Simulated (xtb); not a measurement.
Species: C₃H₁₄Si₃, SMILES `CCC([SiH3])([SiH3])[SiH3]` (charge 0, multiplicity 1).

### Question
Give a relaxed geometry from GFN2-xTB (xtb).

### Answer
Several could match; the one computed here: the end point of this relaxation, one of several conformers (outside a Z-matrix the atoms follow the SMILES, hydrogens last).
Z-matrix (Å, degrees):
```
C
C 1 1.5379
H 2 1.0955 1 109.16
H 2 1.0955 3 106.80 1 117.90
C 2 1.5236 3 108.17 4 116.23
H 5 1.0874 2 110.78 3 62.07
H 5 1.0874 6 108.55 2 -121.85
H 5 1.0891 6 108.29 7 -117.35
Si 1 1.9095 2 111.27 3 -60.32
H 9 1.4640 1 109.90 2 167.56
H 9 1.4671 10 107.59 1 -122.62
H 9 1.4672 10 109.31 11 -117.28
Si 1 1.9095 2 111.27 3 176.72
H 13 1.4640 1 109.90 2 -167.56
H 13 1.4671 14 107.59 1 122.62
H 13 1.4672 14 109.31 15 117.28
Si 1 1.9133 2 106.92 3 58.20
H 17 1.4625 1 111.03 2 180.00
H 17 1.4670 18 109.11 1 -121.14
H 17 1.4670 18 109.11 19 -117.72
```
